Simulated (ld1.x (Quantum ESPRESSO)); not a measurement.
## u(r) = r·R(r): atom against pseudo-atom (Ir)

Columns: radius, all-electron u(r) and pseudo u(r) of the 5p shell (level -56.81 eV) of iridium in the configuration [Kr] 4d10 4f14 5s2 5p6 5d7 6s1 6p1; LDA (PZ), scalar-relativistic, PAW scheme, ld1.x (Quantum ESPRESSO) 7.5.

```json
{"r (bohr)": "0.118", "all-electron": "-0.3547", "pseudo": "-0.0180"}
{"r (bohr)": "0.235", "all-electron": "0.1269", "pseudo": "-0.0696"}
{"r (bohr)": "0.353", "all-electron": "0.5880", "pseudo": "-0.1501"}
{"r (bohr)": "0.470", "all-electron": "0.3017", "pseudo": "-0.2502"}
{"r (bohr)": "0.588", "all-electron": "-0.2366", "pseudo": "-0.3611"}
{"r (bohr)": "0.705", "all-electron": "-0.6892", "pseudo": "-0.4701"}
{"r (bohr)": "0.822", "all-electron": "-0.9683", "pseudo": "-0.5679"}
{"r (bohr)": "0.940", "all-electron": "-1.0883", "pseudo": "-0.6461"}
{"r (bohr)": "1.058", "all-electron": "-1.0925", "pseudo": "-0.6975"}
{"r (bohr)": "1.175", "all-electron": "-1.0263", "pseudo": "-0.7187"}
{"r (bohr)": "1.292", "all-electron": "-0.9239", "pseudo": "-0.7105"}
{"r (bohr)": "1.410", "all-electron": "-0.8066", "pseudo": "-0.6753"}
{"r (bohr)": "1.528", "all-electron": "-0.6895", "pseudo": "-0.6188"}
{"r (bohr)": "1.645", "all-electron": "-0.5810", "pseudo": "-0.5489"}
{"r (bohr)": "1.763", "all-electron": "-0.4832", "pseudo": "-0.4720"}
{"r (bohr)": "1.880", "all-electron": "-0.3989", "pseudo": "-0.3964"}
{"r (bohr)": "1.998", "all-electron": "-0.3265", "pseudo": "-0.3264"}
{"r (bohr)": "2.115", "all-electron": "-0.2662", "pseudo": "-0.2663"}
{"r (bohr)": "2.232", "all-electron": "-0.2161", "pseudo": "-0.2161"}
{"r (bohr)": "2.350", "all-electron": "-0.1744", "pseudo": "-0.1744"}
{"r (bohr)": "2.468", "all-electron": "-0.1403", "pseudo": "-0.1403"}
{"r (bohr)": "2.585", "all-electron": "-0.1129", "pseudo": "-0.1129"}
{"r (bohr)": "2.702", "all-electron": "-0.0905", "pseudo": "-0.0905"}
{"r (bohr)": "2.820", "all-electron": "-0.0724", "pseudo": "-0.0724"}
{"r (bohr)": "2.938", "all-electron": "-0.0578", "pseudo": "-0.0578"}
{"r (bohr)": "3.055", "all-electron": "-0.0461", "pseudo": "-0.0461"}
```

How many radial nodes do the two functions have?

The all-electron 5p function has n − l − 1 = 3 (the table is too coarse to show those close to the nucleus); the pseudo-wave has 0, since the states of the same l below it are removed with the core.

At about which radius was the pseudo-wave matched?

2.20 bohr. The columns agree to 0.0005 from 2.00 bohr on; several derivatives are matched, so the curves merge somewhat inside the radius.

Where does each function peak?

Outermost all-electron maximum near 1.06 bohr, pseudo maximum near 1.18 bohr (to the table’s step).

Is the pseudo-wave norm-conserving?

No, it belongs to a PAW set: the norm inside the radius is not constrained, and the difference is carried by the augmentation charge.
